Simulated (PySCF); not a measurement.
FH₅OSi₃, SMILES [SiH]1([SiH2]O[SiH2]1)F.

The structure is a stationary point at PBE-D3(BJ)/def2-SVP. The structure was generated by enumeration, and PubChem lists no compound with its InChIKey, so it may never have been made.

The numbers are results of r2SCAN/def2-TZVP (PySCF), not measurements.

Symmetry labels are those of the subgroup Cs that the program uses (full group Cs).

Computed valence orbital energies around the gap with their symmetry:
| orbital | symmetry | energy (eV) |
|---|---|---|
| HOMO−7 | A" | -10.87 |
| HOMO−6 | A" | -10.32 |
| HOMO−5 | A' | -10.23 |
| HOMO−4 | A' | -9.85 |
| HOMO−3 | A" | -9.02 |
| HOMO−2 | A' | -7.78 |
| HOMO−1 | A' | -7.43 |
| HOMO | A" | -6.67 |
| LUMO | A' | -2.07 |
| LUMO+1 | A' | -1.60 |
| LUMO+2 | A" | -0.19 |
| LUMO+3 | A' | 0.07 |
